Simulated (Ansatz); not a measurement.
One change: `F/[C]([AlH2])=C\[SiH3]` becomes `C/[C]([AlH2])=C\[SiH3]`.

Ansatz, PBE0-D4/def2-TZVP geometries, multiplicity 1. 

| property | `F/[C]([AlH2])=C\[SiH3]` |
| --- | --- |
| HOMO–LUMO gap (PBE/def2-TZVPP) / eV | 3.80 |
| HOMO energy (B3LYP/def2-TZVPP) / eV | -7.63 |
| HOMO–LUMO gap (ωB97M-V/def2-TZVPP) / eV | 9.64 |
| LUMO energy (PBE0/def2-TZVPP) / eV | -2.13 |
| HOMO energy (ωB97M-V/def2-TZVPP) / eV | -10.05 |
| size of the dipole moment (ωB97M-V/def2-TZVPP) / D | 1.39 |

**Question.** Give the same properties after the change, and the shifts. (Estimate.)

**Answer.** Computed: 
| property | `C/[C]([AlH2])=C\[SiH3]` | shift |
| --- | --- | --- |
| HOMO–LUMO gap (PBE/def2-TZVPP) / eV | 3.69 | -0.11 |
| HOMO energy (B3LYP/def2-TZVPP) / eV | -7.33 | 0.30 |
| HOMO–LUMO gap (ωB97M-V/def2-TZVPP) / eV | 9.57 | -0.07 |
| LUMO energy (PBE0/def2-TZVPP) / eV | -1.81 | 0.32 |
| HOMO energy (ωB97M-V/def2-TZVPP) / eV | -9.68 | 0.37 |
| size of the dipole moment (ωB97M-V/def2-TZVPP) / D | 0.66 | -0.73 |

Dipoles are sizes alone; their direction can turn.

B3LYP here is the variant with VWN-RPA as its local correlation; programs differ in this.
